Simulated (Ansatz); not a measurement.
Consider the formal exchange of groups at the Si–C bond: `N#CC[SiH3]` + `C=CCSC=C` → `C=CSC[SiH3]` + `C=CCC#N`.

Gas-phase electronic energies from Ansatz, PBE0-D4/def2-TZVP geometries. CBS: MP2 limit from def2 TZ/QZ plus the TZ coupled-cluster correction, frozen cores. DFT in def2-TZVPP. B3LYP here is the variant with VWN-RPA as its local correlation; programs differ in this. Each species was taken in one conformer, which may not be the lowest.

```tsv
level	ΔE (kcal/mol)	difference from CCSD(T)/CBS
PBE-D4	3.3	0.6
PBE0-D4	3.2	0.5
ωB97M-V	2.7	0.0
B2PLYP	3.4	0.7
PBE	3.6	0.9
PBE0	3.4	0.7
B3LYP	3.6	0.9
HF/def2-TZVPP	3.2	0.5
MP2/def2-TZVPP	3.4	0.7
CCSD/def2-TZVPP	2.9	0.2
CCSD(T)/def2-TZVPP	2.9	0.2
HF/def2-QZVPP	3.2	0.5
MP2/def2-QZVPP	3.3	0.6
SCS-MP2/def2-QZVPP	3.1	0.4
HF/CBS(def2)	3.2	0.5
CCSD/CBS(def2)	2.7	0.0
CCSD(T)/CBS	2.7	0
```

Largest T1 diagnostic among the species: 0.013.
